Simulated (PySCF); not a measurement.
# Aluminium: a sound run and one with changed settings

Sound run: Al⁺ [Ne] 3s2, Al²⁺ [Ne] 3s1. Computed with PySCF 2.14 in cc-pV(D+d)Z (4s3p2d, 23 functions), with no relativity, point nucleus. The sound run starts from symmetry-adapted Hartree-Fock orbitals and uses a fine grid where one is needed.

Changed run: radial step 0.5 in ln r (0.13 in the sound run). This setting is unsound on purpose.

| species | method | sound run (hartree) | changed run (hartree) | converged |
| --- | --- | --- | --- | --- |
| Al⁺ | UHF | -241.66833 | -241.66833 | yes |
| Al⁺ | M06-L | -242.12925 | -242.11351 | yes |
| Al⁺ | MN15 | -242.02915 | -242.04840 | yes |
| Al²⁺ | UHF | -241.02361 | -241.02361 | yes |
| Al²⁺ | M06-L | n/a | -241.41761 | yes |
| Al²⁺ | MN15 | -241.34398 | -241.36334 | yes |

Ionisation energy of Al⁺:

```json
{"method": "UHF", "sound run (eV)": "17.544", "changed run (eV)": "17.544"}
{"method": "M06-L", "sound run (eV)": "n/a", "changed run (eV)": "18.936"}
{"method": "MN15", "sound run (eV)": "18.644", "changed run (eV)": "18.642"}
```

A coarse radial grid mis-integrates the density and the exchange-correlation energy, with errors of either sign; Hartree-Fock needs no grid.

For comparison, NIST gives 18.829 eV between the lowest levels.
